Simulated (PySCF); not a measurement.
PySCF input file for C4H7O, SMILES [CH](C)C(C)=O, multiplicity 2, TDA-PBE0/def2-SVPD. Coordinates come from a TPSSh-D3(BJ)/def2-SVP optimisation. The isomer is the one that the SMILES or the coordinates give; other isomers of the formula were not compared. The values are those of a single conformer.

```python
import numpy as np
from pyscf import gto, scf, dft, tdscf

mol = gto.M(
    atom='''
    C    -2.01283546    0.37069824   -0.04175117
    C    -0.65809756    0.43831697    0.56106961
    C     0.49682051   -0.14901412   -0.09321171
    C     1.84412704   -0.02864490    0.60050107
    O     0.38501331   -0.72755055   -1.18025528
    H    -1.97010395   -0.16770506   -0.99848097
    H    -2.42358785    1.38315207   -0.21015526
    H    -2.72326491   -0.14001193    0.63392336
    H    -0.52107991    0.94371572    1.52426960
    H     1.81144498   -0.49322095    1.59972787
    H     2.61061708   -0.52415167   -0.00863196
    H     2.11578089    1.03048922    0.74174272
    ''',
    basis='def2-SVPD',
    charge=0,
    spin=1,
    max_memory=1600,
    verbose=4,
)
mf = dft.UKS(mol, xc='pbe0').density_fit(auxbasis='def2-universal-jkfit')
mf.grids.level = 3
mf.conv_tol = 1e-9
mf.max_cycle = 100
mf.kernel()
fine, coarse = mf.grids, dft.Grids(mol).set(level=1).build(with_non0tab=True)
for _ in range(3):  # follow internal instabilities
    mf.grids = coarse
    mo, _, stable, _ = mf.stability(return_status=True, nroots=4)
    mf.grids = fine
    if stable:
        break
    mf.kernel(mf.make_rdm1(mo, mf.mo_occ))
mf.grids = dft.Grids(mol).set(level=1).build(with_non0tab=True)  # coarser grid for the response kernel
td = tdscf.TDA(mf)
td.nstates = 10
td.conv_tol = 1e-4
td.positive_eig_threshold = 1e-6
td.kernel(x0=td.get_init_guess(mf, 15))
td.analyze()
```

It prints:

```
PySCF version 2.14.0

[INPUT] verbose = 4
[INPUT] num. atoms = 12
[INPUT] num. electrons = 39
[INPUT] charge = 0
[INPUT] spin (= nelec alpha-beta = 2S) = 1
[INPUT] symmetry False subgroup None
[INPUT] Mole.unit = angstrom
[INPUT] Symbol           X                Y                Z      unit          X                Y                Z       unit  Magmom
[INPUT]  1 C     -2.012835460000   0.370698240000  -0.041751170000 AA   -3.803707753213   0.700518148458  -0.078898276680 Bohr   0.0
[INPUT]  2 C     -0.658097560000   0.438316970000   0.561069610000 AA   -1.243624151645   0.828299029049   1.060267899717 Bohr   0.0
[INPUT]  3 C      0.496820510000  -0.149014120000  -0.093211710000 AA    0.938854696967  -0.281595875493  -0.176144603502 Bohr   0.0
[INPUT]  4 C      1.844127040000  -0.028644900000   0.600501070000 AA    3.484895044505  -0.054131015866   1.134782559808 Bohr   0.0
[INPUT]  5 O      0.385013310000  -0.727550550000  -1.180255280000 AA    0.727569710212  -1.374871281277  -2.230359236272 Bohr   0.0
[INPUT]  6 H     -1.970103950000  -0.167705060000  -0.998480970000 AA   -3.722956902424  -0.316916633104  -1.886855573890 Bohr   0.0
[INPUT]  7 H     -2.423587850000   1.383152070000  -0.210155260000 AA   -4.579917275323   2.613778600925  -0.397135885037 Bohr   0.0
[INPUT]  8 H     -2.723264910000  -0.140011930000   0.633923360000 AA   -5.146224844538  -0.264584201872   1.197941534364 Bohr   0.0
[INPUT]  9 H     -0.521079910000   0.943715720000   1.524269600000 AA   -0.984698318913   1.783364250247   2.880452084000 Bohr   0.0
[INPUT] 10 H      1.811444980000  -0.493220950000   1.599727870000 AA    3.423134901918  -0.932052514398   3.023047548134 Bohr   0.0
[INPUT] 11 H      2.610617080000  -0.524151670000  -0.008631960000 AA    4.933351297312  -0.990503104033  -0.016312040318 Bohr   0.0
[INPUT] 12 H      2.115780890000   1.030489220000   0.741742720000 AA    3.998246421689   1.947342400117   1.401690595690 Bohr   0.0

nuclear repulsion = 166.311678684866
number of shells = 69
number of NR pGTOs = 223
number of NR cGTOs = 159
basis = def2-SVPD
ecp = {}


******** <class 'pyscf.df.df_jk.DFUKS'> ********
method = DFUKS
initial guess = minao
damping factor = 0
level_shift factor = 0
DIIS = <class 'pyscf.scf.diis.CDIIS'>
diis_start_cycle = 1
diis_space = 8
diis_damp = 0
SCF conv_tol = 1e-09
SCF conv_tol_grad = None
SCF max_cycles = 100
direct_scf = False
number electrons alpha = 20  beta = 19
XC library pyscf.dft.libxc version 7.1.2
    S. Lehtola, C. Steigemann, M. J. T. Oliveira, and M. A. L. Marques,  SoftwareX 7, 1–5 (2018)
XC functionals = pbe0
    C. Adamo and V. Barone,  J. Chem. Phys. 110, 6158 (1999)
    M. Ernzerhof and G. E. Scuseria,  J. Chem. Phys. 110, 5029 (1999)
radial grids:
    Treutler-Ahlrichs [JCP 102, 346 (1995); DOI:10.1063/1.469408] (M4) radial grids

becke partition: Becke, JCP 88, 2547 (1988); DOI:10.1063/1.454033
pruning grids: <function nwchem_prune>
grids dens level: 3
symmetrized grids: False
atomic radii adjust function: <function treutler_atomic_radii_adjust>
small_rho_cutoff = 0
Set gradient conv threshold to 3.16228e-05
tot grids = 139216
******** <class 'pyscf.df.df.DF'> ********
auxbasis = def2-universal-jkfit
init E= -231.689943972621
  alpha nocc = 20  HOMO = -0.229873148032171  LUMO = -0.0405454150278741
  beta  nocc = 19  HOMO = -0.344870866752492  LUMO = -0.229873148032172

WARN: HOMO -0.229873148032171 >= LUMO -0.229873148032172

cycle= 1 E= -231.25139030167  delta_E= 0.439  |g|= 0.55  |ddm|= 3.25
  alpha nocc = 20  HOMO = -0.0746786183802208  LUMO = 0.0141749156685047
  beta  nocc = 19  HOMO = -0.0960344051008457  LUMO = -0.0706316987572047
  HOMO = -0.0746786183802  LUMO = -0.0706316987572  gap/eV = 0.11012
cycle= 2 E= -230.119229308008  delta_E= 1.13  |g|= 1.57  |ddm|= 2.58
  alpha nocc = 20  HOMO = -0.213523011379707  LUMO = 0.0321702818253589
  beta  nocc = 19  HOMO = -0.237376461713256  LUMO = -0.115651956692929
  HOMO = -0.21352301138  LUMO = -0.115651956693  gap/eV = 2.66321
cycle= 3 E= -231.36548926815  delta_E= -1.25  |g|=  0.2  |ddm|= 2.29
  alpha nocc = 20  HOMO = -0.254959526013738  LUMO = 0.0230245677525209
  beta  nocc = 19  HOMO = -0.248458273780608  LUMO = -0.136358365540195
  HOMO = -0.248458273781  LUMO = -0.13635836554  gap/eV = 3.05039
cycle= 4 E= -231.387704512694  delta_E= -0.0222  |g|= 0.0721  |ddm|= 0.398
  alpha nocc = 20  HOMO = -0.25325872105344  LUMO = 0.0251006413227288
  beta  nocc = 19  HOMO = -0.262649819508027  LUMO = -0.115710639062044
  HOMO = -0.253258721053  LUMO = -0.115710639062  gap/eV = 3.74287
cycle= 5 E= -231.390696804593  delta_E= -0.00299  |g|= 0.0174  |ddm|= 0.138
  alpha nocc = 20  HOMO = -0.253112539160214  LUMO = 0.0261678168437189
  beta  nocc = 19  HOMO = -0.2635925434507  LUMO = -0.110589466588477
  HOMO = -0.25311253916  LUMO = -0.110589466588  gap/eV = 3.87825
cycle= 6 E= -231.390963016174  delta_E= -0.000266  |g|= 0.0108  |ddm|= 0.0517
  alpha nocc = 20  HOMO = -0.254689056788841  LUMO = 0.0260892884441017
  beta  nocc = 19  HOMO = -0.267064026226883  LUMO = -0.110000018871765
  HOMO = -0.254689056789  LUMO = -0.110000018872  gap/eV = 3.93719
cycle= 7 E= -231.391094070308  delta_E= -0.000131  |g|= 0.00482  |ddm|= 0.035
  alpha nocc = 20  HOMO = -0.255264806020709  LUMO = 0.0261538223282689
  beta  nocc = 19  HOMO = -0.26699183787093  LUMO = -0.109345582363835
  HOMO = -0.255264806021  LUMO = -0.109345582364  gap/eV = 3.97066
cycle= 8 E= -231.391129982189  delta_E= -3.59e-05  |g|= 0.00172  |ddm|= 0.0162
  alpha nocc = 20  HOMO = -0.255151274066827  LUMO = 0.0261958244492484
  beta  nocc = 19  HOMO = -0.266684435703718  LUMO = -0.109028473388727
  HOMO = -0.255151274067  LUMO = -0.109028473389  gap/eV = 3.97620
cycle= 9 E= -231.391135778733  delta_E= -5.8e-06  |g|= 0.00103  |ddm|= 0.00661
  alpha nocc = 20  HOMO = -0.25531999469267  LUMO = 0.0261880401305632
  beta  nocc = 19  HOMO = -0.266796541282634  LUMO = -0.109213914191257
  HOMO = -0.255319994693  LUMO = -0.109213914191  gap/eV = 3.97575
cycle= 10 E= -231.391137090176  delta_E= -1.31e-06  |g|= 0.000484  |ddm|= 0.00294
  alpha nocc = 20  HOMO = -0.255251924697272  LUMO = 0.0261912680316976
  beta  nocc = 19  HOMO = -0.266726218945818  LUMO = -0.109158077883556
  HOMO = -0.255251924697  LUMO = -0.109158077884  gap/eV = 3.97542
cycle= 11 E= -231.391137371736  delta_E= -2.82e-07  |g|= 0.000103  |ddm|= 0.00168
  alpha nocc = 20  HOMO = -0.255258514579089  LUMO = 0.0261943170144927
  beta  nocc = 19  HOMO = -0.26673759640506  LUMO = -0.109172181352692
  HOMO = -0.255258514579  LUMO = -0.109172181353  gap/eV = 3.97521
cycle= 12 E= -231.391137386402  delta_E= -1.47e-08  |g|= 3.82e-05  |ddm|= 0.00036
  alpha nocc = 20  HOMO = -0.255255404536958  LUMO = 0.0261939136565621
  beta  nocc = 19  HOMO = -0.266735758798362  LUMO = -0.10916823355344
  HOMO = -0.255255404537  LUMO = -0.109168233553  gap/eV = 3.97523
cycle= 13 E= -231.391137388276  delta_E= -1.87e-09  |g|= 1.6e-05  |ddm|= 0.000128
  alpha nocc = 20  HOMO = -0.255257181034435  LUMO = 0.0261943472116584
  beta  nocc = 19  HOMO = -0.266740313261262  LUMO = -0.109170202737802
  HOMO = -0.255257181034  LUMO = -0.109170202738  gap/eV = 3.97523
cycle= 14 E= -231.391137388412  delta_E= -1.36e-10  |g|= 1e-05  |ddm|= 5.95e-05
  alpha nocc = 20  HOMO = -0.255256087219651  LUMO = 0.0261942178215002
  beta  nocc = 19  HOMO = -0.266737559052171  LUMO = -0.109168712983125
  HOMO = -0.25525608722  LUMO = -0.109168712983  gap/eV = 3.97524
Extra cycle  E= -231.391137388347  delta_E= 6.47e-11  |g|= 1.72e-05  |ddm|= 3.29e-05
converged SCF energy = -231.391137388347  <S^2> = 0.76537666  2S+1 = 2.015318
tot grids = 43208
uhf_internal: lowest eigs of H = [0.12738595 0.26488896 0.37556286 0.38635954]
<class 'pyscf.df.df_jk.DFUKS'> wavefunction is stable in the internal stability analysis
tot grids = 43208
Overwritten attributes  positive_eig_threshold  of <class 'pyscf.tdscf.uks.TDA'>


******** <class 'pyscf.tdscf.uks.TDA'> for <class 'pyscf.df.df_jk.DFUKS'> ********
nstates = 10
deg_eia_thresh = 1.000e-03
wfnsym = None
conv_tol = 0.0001
eigh lindep = 1e-12
eigh level_shift = 0
eigh max_cycle = 100


Excitation energies (eV)
[1.89581493 4.71340087 5.3475568  5.42740983 5.72942861 6.16952596
 6.24900667 6.2817352  6.5829689  6.81281467]

** Excitation energies and oscillator strengths **
Excited State   1:      1.89581 eV    653.99 nm  f=0.0000
      19b ->   20b     -0.98306
      19b ->   22b     -0.14424
Excited State   2:      4.71340 eV    263.05 nm  f=0.0120
      18a ->   21a      0.20335
      20a ->   21a     -0.49230
      13b ->   20b     -0.11760
      18b ->   20b     -0.81845
Excited State   3:      5.34756 eV    231.85 nm  f=0.0013
      19a ->   21a      0.75444
      17b ->   20b     -0.57450
      19b ->   22b     -0.24129
Excited State   4:      5.42741 eV    228.44 nm  f=0.0002
      19a ->   21a     -0.53143
      15b ->   20b     -0.16721
      16b ->   20b     -0.45617
      17b ->   20b     -0.66967
Excited State   5:      5.72943 eV    216.40 nm  f=0.0005
      19a ->   21a      0.30920
      12b ->   20b      0.15989
      15b ->   20b     -0.11410
      16b ->   20b     -0.80760
      17b ->   20b      0.37013
      19b ->   22b      0.23626
Excited State   6:      6.16953 eV    200.96 nm  f=0.2077
      18a ->   21a     -0.15265
      20a ->   21a     -0.83291
      18b ->   20b      0.44852
Excited State   7:      6.24901 eV    198.41 nm  f=0.0003
      20a ->   22a     -0.96933
      20a ->   24a     -0.11084
      19b ->   22b      0.11818
Excited State   8:      6.28174 eV    197.37 nm  f=0.0012
      19a ->   21a     -0.18621
      20a ->   22a     -0.13686
      16b ->   20b     -0.26914
      17b ->   20b      0.16881
      19b ->   20b      0.12839
      19b ->   22b     -0.88537
Excited State   9:      6.58297 eV    188.34 nm  f=0.0000
      12b ->   20b      0.30254
      15b ->   20b      0.89831
      17b ->   20b     -0.16895
      19b ->   22b      0.14021
Excited State  10:      6.81281 eV    181.99 nm  f=0.0061
      19a ->   22a      0.26121
      19b ->   21b     -0.94760
      19b ->   24b      0.10055
      19b ->   25b      0.10596

** Transition electric dipole moments (AU) **
state          X           Y           Z        Dip. S.      Osc.
  1         0.0025      0.0129     -0.0070      0.0002      0.0000
  2        -0.1884     -0.0974     -0.2424      0.1037      0.0120
  3        -0.0169     -0.0868      0.0477      0.0101      0.0013
  4        -0.0066     -0.0332      0.0186      0.0015      0.0002
  5         0.0109      0.0518     -0.0290      0.0036      0.0005
  6        -0.8967      0.4925      0.5725      1.3744      0.2077
  7         0.0067      0.0377     -0.0201      0.0019      0.0003
  8         0.0204      0.0738     -0.0453      0.0079      0.0012
  9        -0.0006     -0.0031      0.0024      0.0000      0.0000
 10         0.1880     -0.0363      0.0007      0.0366      0.0061

** Transition velocity dipole moments (imaginary part, AU) **
state          X           Y           Z        Dip. S.      Osc.
  1         0.0021      0.0108     -0.0060      0.0002      0.0015
  2        -0.0191      0.0131      0.0168      0.0008      0.0031
  3        -0.0005     -0.0024      0.0013      0.0000      0.0000
  4        -0.0019     -0.0099      0.0054      0.0001      0.0004
  5         0.0011      0.0049     -0.0028      0.0000      0.0001
  6        -0.1315      0.0143     -0.0205      0.0179      0.0527
  7         0.0020      0.0107     -0.0059      0.0002      0.0004
  8        -0.0006     -0.0074      0.0042      0.0001      0.0002
  9         0.0004      0.0017     -0.0010      0.0000      0.0000
 10         0.0506     -0.0087      0.0021      0.0026      0.0070

** Transition magnetic dipole moments (imaginary part, AU) **
state          X           Y           Z
  1         0.0488     -0.2155     -0.3721
  2         0.0230      0.1175     -0.0653
  3        -0.1059      0.2034      0.3296
  4        -0.2462     -0.0549     -0.1865
  5        -0.0784      0.3532      0.6122
  6         0.0352      0.1804     -0.1015
  7         0.4105     -0.0618      0.0318
  8        -0.1901     -0.2879     -0.5847
  9        -0.5849      0.1592      0.0817
 10         0.0418      0.2138     -0.1180
```

The calculation finished and met its thresholds.
